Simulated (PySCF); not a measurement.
A survey of 31P NMR shifts

Equivalent nuclei averaged, one conformer, non-relativistic Hamiltonian, no solvent model. Structure optimised with GFN2-xTB; PBE0/pcSseg-1 with gauge-including orbitals; PySCF 2.14.0 with density-fitted response routines.

Shieldings were converted by a linear fit to measured shifts: 31P (scatter 18.1 ppm rms vs H3PO4, solution or neat liquid). Occasional misses reach two or three times the rms, and more in compound classes unlike the fitted ones.

(1) Give the 31P shifts of `CC1=C[Si@](F)(P)CC1`, `F[C@H]1[SiH2]C[Si@H](P)C[SiH2]1`, `P[SiH2][C@H]1CSC[SiH2]1`.

(2) Order these by 31P shift, lowest first.
A. P[SiH2]S[SiH2]C1CC1
B. O=[P@@H]1CC[C@@H]1[SiH3]
C. P[Si@H]1CCC[SiH2]S1

## Answers

(1) 
```
                       compound                   environment  δ (ppm)
            CC1=C[Si@](F)(P)CC1  phosphorus bonded to Si, 2 H   -236.1
F[C@H]1[SiH2]C[Si@H](P)C[SiH2]1  phosphorus bonded to Si, 2 H   -236.6
        P[SiH2][C@H]1CSC[SiH2]1  phosphorus bonded to Si, 2 H   -247.0
```

(2) C (-241.3 ppm, phosphorus bonded to Si, 2 H), A (-223.8 ppm, phosphorus bonded to Si, 2 H), B (0.0 ppm, phosphorus bonded to 2 C, O, H, in a 4-membered ring).
